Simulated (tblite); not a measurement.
C4H9F3Si2.
Numbering: `[F:1][CH:2]([F:3])[Si@@H:4]1[CH2:5][SiH2:6][C@H:7]([F:8])[CH2:9]1` (hydrogens: H10 on C2; H11 on Si4; H12, H13 on C5; H14, H15 on Si6; H16 on C7; H17, H18 on C9)

Structure optimised with GFN2-xTB, isolated species.

Task: List the bond lengths, angles and torsions at this level.

Result: 
```tsv
bond	length (Å)	order
F1–C2	1.366	single
C2–F3	1.364	single
C2–Si4	1.939	single
Si4–C5	1.907	single
C5–Si6	1.911	single
Si6–C7	1.928	single
C7–F8	1.399	single
C7–C9	1.526	single
Si4–C9	1.908	single
C2–H10	1.098	single
Si4–H11	1.463	single
C5–H12	1.087	single
C5–H13	1.088	single
Si6–H14	1.467	single
Si6–H15	1.461	single
C7–H16	1.094	single
C9–H17	1.089	single
C9–H18	1.090	single
```

Orders are formal, as drawn. A selection of angles:
```tsv
angle	degrees
F1–C2–F3	105.7
F1–C2–Si4	110.4
F1–C2–H10	106.9
F3–C2–Si4	110.2
F3–C2–H10	107.0
Si4–C2–H10	116.1
C2–Si4–C5	108.5
C2–Si4–C9	108.4
C2–Si4–H11	107.0
C5–Si4–C9	100.7
C5–Si4–H11	117.6
C9–Si4–H11	114.2
Si4–C5–Si6	106.8
Si4–C5–H12	110.8
Si4–C5–H13	111.4
Si6–C5–H12	110.5
Si6–C5–H13	111.3
H12–C5–H13	106.1
C5–Si6–C7	99.1
C5–Si6–H14	112.0
C5–Si6–H15	114.3
C7–Si6–H14	108.6
C7–Si6–H15	109.3
H14–Si6–H15	112.5
Si6–C7–F8	106.5
Si6–C7–C9	110.0
Si6–C7–H16	115.6
F8–C7–C9	108.1
F8–C7–H16	104.7
C9–C7–H16	111.4
C7–C9–H17	108.1
C7–C9–H18	109.9
Si4–C9–C7	107.8
Si4–C9–H17	110.0
Si4–C9–H18	113.7
H17–C9–H18	107.3
```

Torsions: F1–C2–Si4–C5 -60° (synclinal); C2–Si4–C5–Si6 -102° (anticlinal); Si4–C5–Si6–C7 8° (synperiplanar); C5–Si6–C7–F8 85° (synclinal); Si6–C7–C9–Si4 42° (synclinal); C2–Si4–C9–C7 80° (synclinal).

Of the pairs four or more bonds apart, F8···H10 is among the closest relative to their van der Waals radii: 2.65 Å, 99 % of the sum of Bondi's values. The C–Si distances run from 1.907 Å (Si4–C5, drawn single) to 1.939 Å (C2–Si4, drawn single), a spread of 0.032 Å. Si4 (SiH silicon) is distorted tetrahedral (angles from 100.7° to 117.6°). Si6 (SiH2 silicon) is distorted tetrahedral (angles from 99.1° to 114.3°). The 5-membered ring Si4–C5–Si6–C7–C9 has internal angles of 99.1° to 110.0° (sum 524°, against 540° for a flat polygon); it is puckered, 0.19 Å rms from its mean plane, widest ring torsion 42°. The C–F distances run from 1.364 Å (C2–F3, drawn single) to 1.399 Å (C7–F8, drawn single), a spread of 0.035 Å.

Point group: C1 (no symmetry element, even within 0.4 Å). Its GFN2-xTB frequencies are all real (lowest 32 cm⁻¹). One conformer, not necessarily the lowest.

These are computed values.
